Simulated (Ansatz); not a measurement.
CH₆Al₂O₂Si (`C[SiH](O)[Al]1[O][AlH]1`), 12 atoms. Charge 0, multiplicity 1. All runs use 4 threads of an Arm Neoverse V1 on a shared host. Correlated methods freeze the cores.

Problem. Give the basis size and wall time and peak host memory of each of these runs in Ansatz. RHF-MP2/def2-QZVPP energy; RKS PBE0-D4/def2-TZVP frequencies; RKS PBE-D4/def2-TZVPP energy and forces; RKS ωB97M-V/def2-QZVPP energy; direct RPA on PBE orbitals/def2-TZVPP energy; RKS PBE0-D4/def2-TZVP relaxation (13 steps); RKS ωB97M-V/def2-SVP energy; RKS PBE0-D4/def2-SVP energy; RHF-CCSD(T)/def2-SVP energy; RKS PBE0-D4/def2-QZVPP energy; RKS ωB97M-V/def2-TZVPP energy and forces; RHF-CCSD(T)/def2-TZVPP energy. (Estimate.)

Solution. The calculation gave: Other jobs shared the machine, so times are rough.

| level | job | functions | wall time | peak host memory (GiB) |
| --- | --- | --- | --- | --- |
| RKS PBE0-D4/def2-SVP | energy | 126 | 1.9 s | 0.28 |
| RKS PBE-D4/def2-TZVPP | energy and forces | 303 | 4.4 s | 0.48 |
| RKS ωB97M-V/def2-SVP | energy | 126 | 9.5 s | 0.45 |
| RHF-CCSD(T)/def2-SVP | energy | 126 | 11 s | 0.66 |
| direct RPA on PBE orbitals/def2-TZVPP | energy | 303 | 13 s | 0.87 |
| RKS PBE0-D4/def2-QZVPP | energy | 561 | 19 s | 2.7 |
| RKS ωB97M-V/def2-TZVPP | energy and forces | 303 | 22 s | 1.4 |
| RKS ωB97M-V/def2-QZVPP | energy | 561 | 44 s | 2.9 |
| RHF-MP2/def2-QZVPP | energy | 561 | 46 s | 4 |
| RKS PBE0-D4/def2-TZVP | relaxation (13 steps) | 240 | 82 s | 0.76 |
| RKS PBE0-D4/def2-TZVP | frequencies | 240 | 5.1 min | 0.76 |
| RHF-CCSD(T)/def2-TZVPP | energy | 303 | 19 min | 3.8 |
